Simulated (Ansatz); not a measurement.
`CO/C=C\[SeH]` + `[SH][SnH3]` → `[SH][SnH2][SeH]` + `C=COC`  (formal exchange of groups at the Se–C bond)

Program: Ansatz. Geometries: PBE0-D4/def2-TZVP. ΔE: electronic, gas phase. CCSD(T)/CBS adds triple-zeta CCSD(T) − MP2 to the extrapolated MP2 energy (def2 sets, frozen cores). Functionals use def2-TZVPP. B3LYP here is the variant with VWN-RPA as its local correlation; programs differ in this. def2 core potentials past Kr. For Se, Sn outer-core shells are correlated without core-valence functions, which leaves a few kJ/mol of doubt a bond. Scalar relativity is left out up to krypton. Each species was taken in one conformer, which may not be the lowest.

| level | ΔE (kJ/mol) | difference from CCSD(T)/CBS |
| --- | --- | --- |
| PBE-D4 | -126.4 | 10.6 |
| r2SCAN-D4 | -130.8 | 6.2 |
| PBE0-D4 | -130.4 | 6.6 |
| B3LYP-D4 | -129.9 | 7.1 |
| ωB97X-V | -127.1 | 9.9 |
| ωB97M-V | -130.0 | 7.0 |
| B2PLYP | -129.7 | 7.3 |
| PBE | -126.2 | 10.8 |
| r2SCAN | -131.0 | 6.0 |
| PBE0 | -130.1 | 6.9 |
| B3LYP | -129.4 | 7.6 |
| HF/def2-TZVPP | -137.3 | -0.3 |
| MP2/def2-TZVPP | -128.4 | 8.6 |
| SCS-MP2/def2-TZVPP | -125.2 | 11.8 |
| CCSD/def2-TZVPP | -125.2 | 11.8 |
| CCSD(T)/def2-TZVPP | -124.1 | 12.9 |
| HF/def2-QZVPP | -137.5 | -0.5 |
| MP2/def2-QZVPP | -135.9 | 1.1 |
| SCS-MP2/def2-QZVPP | -132.1 | 4.9 |
| HF/CBS(def2) | -137.6 | -0.6 |
| MP2/CBS(def2) | -141.3 | -4.3 |
| CCSD/CBS(def2) | -138.1 | -1.1 |
| CCSD(T)/CBS | -137.0 | 0 |

Largest T1 diagnostic among the species: 0.012.

In def2-TZVPP, CCSD(T) changes the Hartree–Fock value by +13.2 kJ/mol (the triples alone add +1.1 kJ/mol) and MP2 by +8.9 kJ/mol. From PBE to PBE0 (25 % exact exchange), in def2-TZVPP and without D4, ΔE moves by −3.9 kJ/mol.
